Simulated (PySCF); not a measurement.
Vertical excitations of a molecule CH₅FO₃Si from TDDFT-ωB97X/def2-SVPD (PySCF 2.14.0), as energy in eV (oscillator strength): 8.37 (0.003), 8.77 (0.010), 8.95 (0.019), 9.15 (0.040), 9.42 (0.037), 9.85 (0.088), 9.88 (0.091), 9.98 (0.068), 10.11 (0.031), 10.28 (0.001). Lowest triplet (TDA): 8.14 eV. Geometry optimised at r2SCAN-D4/def2-SVP. One conformer was computed; it need not be the lowest.

**Question.** Identify the compound among the candidates.
A) OC[Si](O)(O)F
B) CO[Si](O)(O)F
C) O[Si](O)(O)CF

**Answer.** B, CO[Si](O)(O)F
